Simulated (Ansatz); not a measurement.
Relaxation of the cluster Tl2H2 with UKS PBE0-D4/def2-TZVP.

```sh
$ ansatz run in.yaml --threads 4 --pin off --events-out ev --progress --plain --max-ram 3916MiB
```

```yaml
crystal:
  periodic: [false, false, false]
  atoms:
    - {symbol: Tl, position_ang: [-0.221182, 0.225582, -0.084660]}
    - {symbol: Tl, position_ang: [1.353308, -0.040967, -3.137401]}
    - {symbol: H, position_ang: [-0.050208, -0.953786, -1.837601]}
    - {symbol: H, position_ang: [1.181582, 1.139372, -1.385038]}
basis:
  gaussian: {orbitals: def2-TZVP}
magnetization: {spin_polarized: true, initial_magnetization: 2}
hamiltonian: {xc: pbe0, dispersion: d4}
scf: {lower_state_search: "off"}
output: {orbitals: {seedname: orbitals}}
relax: {f_tol: 0.02, max_steps: 100}
```

Run time 4.5 s (4 threads of Arm Neoverse V2 on a shared host).

Positions (Å) and forces (eV/Å) at steps 1, 2, 3, 4 of 4:

```xyz
4
step=1 energy=-9419.2747 eV
Tl   -0.221    0.226   -0.085    0.635   -0.107   -1.232
Tl    1.353   -0.041   -3.137   -0.635    0.108    1.232
H    -0.050   -0.954   -1.838   -0.099   -0.169   -0.037
H     1.182    1.139   -1.385    0.100    0.169    0.037
4
step=2 energy=-9419.6027 eV
Tl   -0.132    0.211   -0.257   -0.015    0.003    0.029
Tl    1.264   -0.026   -2.965    0.015   -0.002   -0.029
H    -0.079   -1.004   -1.848   -0.131   -0.223   -0.048
H     1.211    1.189   -1.374    0.131    0.222    0.048
4
step=3 energy=-9419.6172 eV
Tl   -0.129    0.210   -0.264   -0.005    0.001    0.010
Tl    1.261   -0.025   -2.958    0.005   -0.001   -0.010
H    -0.102   -1.042   -1.857   -0.033   -0.056   -0.012
H     1.234    1.228   -1.366    0.033    0.056    0.012
4
step=4 energy=-9419.6182 eV
Tl   -0.128    0.210   -0.266   -0.001    0.000    0.001
Tl    1.260   -0.025   -2.956    0.001    0.000   -0.001
H    -0.110   -1.055   -1.859   -0.002   -0.004   -0.001
H     1.241    1.240   -1.363    0.002    0.004    0.001
```

In the def2 sets Tl takes a core potential; there is no spin–orbit coupling. The relaxation made no stability test and no search for a lower SCF solution. At PBE0-D4/def2-TZVP a singlet of charge 0 lies 1.79 eV below the triplet, each at its own geometry. The structure comes from a short search, and lower isomers may exist.
